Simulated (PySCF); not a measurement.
LDA on Fe⁻ (iron, charge -1), [Ar] 3d7 4s2, high-spin 4F determinant. All numbers are calculated (PySCF 2.14, no relativity, point nucleus, in aug-cc-pwCVQZ (11s10p8d5f4g3h, 185 functions)).

```
cycle= 1 E= -1260.88425280782  delta_E= 0.322  |g|= 1.07  |ddm|=  3.1
cycle= 2 E= -1259.95383597982  delta_E= 0.93  |g|= 2.63  |ddm|= 9.83
cycle= 3 E= -1261.00719765412  delta_E= -1.05  |g|= 0.841  |ddm|= 9.71
cycle= 4 E= -1261.03180873792  delta_E= -0.0246  |g|= 0.799  |ddm|= 1.64
cycle= 5 E= -1261.24476890108  delta_E= -0.213  |g|= 0.249  |ddm|= 1.38
cycle= 6 E= -1261.2647156601  delta_E= -0.0199  |g|= 0.0952  |ddm|= 0.285
cycle= 7 E= -1261.26571424928  delta_E= -0.000999  |g|= 0.0595  |ddm|= 0.0442
cycle= 8 E= -1261.26712056023  delta_E= -0.00141  |g|= 0.00274  |ddm|= 0.096
cycle= 9 E= -1261.2671219486  delta_E= -1.39e-06  |g|= 0.0012  |ddm|= 0.0154
cycle= 10 E= -1261.26712258689  delta_E= -6.38e-07  |g|= 8.79e-05  |ddm|= 0.00283
cycle= 11 E= -1261.26712259517  delta_E= -8.28e-09  |g|= 4.1e-05  |ddm|= 0.00913
cycle= 12 E= -1261.26712259058  delta_E= 4.6e-09  |g|= 1.86e-05  |ddm|= 0.00941
cycle= 13 E= -1261.2671225906  delta_E= -1.91e-11  |g|= 1.07e-06  |ddm|= 0.00199
converged SCF energy = -1261.2671225906  <S^2> = 3.8261105  2S+1 = 4.0378759
```

Highest occupied orbital energy: 2.471 eV; ⟨L²⟩ = 12.02; populations by l: s 8.00, p 12.00, d 7.00, f 0.00.

Q: Can this result be used?

A: With care. The run converged. ⟨S²⟩ = 3.83 against 3.75 shows spin contamination. At LDA the highest occupied level has a positive energy, so only the finite basis holds that electron; in a semilocal or global hybrid functional this comes from self-interaction and does not mean that the real anion is unbound.
